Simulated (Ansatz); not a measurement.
Basis sets compared for BH2(iPr) (C3H9B). Total charge 0; singlet. Geometry PBE0-D4/def2-SVP. Ansatz on 2 threads of Arm Neoverse V2 on a shared host; times are rough, and most runs start from earlier orbitals.

Cartesian coordinates in Å:
```
B -0.8455 -1.3120 -0.4884
C -0.2617 0.0379 0.0042
C 0.4805 0.8922 -1.0193
C 0.3972 0.0526 1.3803
H -1.1712 -2.1674 0.3063
H -1.1016 -1.4799 -1.6613
H -1.2929 0.4805 0.1233
H -0.0426 0.9186 -1.9869
H 1.4890 0.4867 -1.2022
H 0.6084 1.9307 -0.6721
H 0.5239 1.0783 1.7641
H -0.1848 -0.5181 2.1193
H 1.4011 -0.4002 1.3326
```

Another isomer (singlet) lies 1.23 eV lower at PBE0-D4/def2-TZVP; other spin states weren't run for this one.

Binding counts from free atoms (B doublet, C triplet, H doublet) in the same basis, without a counterpoise term.

```json
{"level": "PBE-D4/def2-SVP", "functions": "101", "energy (Eh)": "-144.2317", "HOMO (eV)": "-6.91", "LUMO (eV)": "-2.06", "binding per atom (eV)": "4.00", "wall time": "1.1 s"}
{"level": "PBE0-D4/def2-SVP", "functions": "101", "energy (Eh)": "-144.2717", "HOMO (eV)": "-8.28", "LUMO (eV)": "-1.04", "binding per atom (eV)": "3.97", "wall time": "1.3 s"}
```

(1) Estimate the rows for PBE-D4/def2-TZVP (with forces), PBE0-D4/def2-TZVP.

Answers

(1) 
| level | functions | energy (Eh) | HOMO (eV) | LUMO (eV) | binding per atom (eV) | wall time |
| --- | --- | --- | --- | --- | --- | --- |
| PBE-D4/def2-TZVP (with forces) | 178 | -144.3895 | -6.99 | -2.18 | 3.97 | 2.4 s |
| PBE0-D4/def2-TZVP | 178 | -144.4241 | -8.30 | -1.16 | 3.94 | 2.4 s |
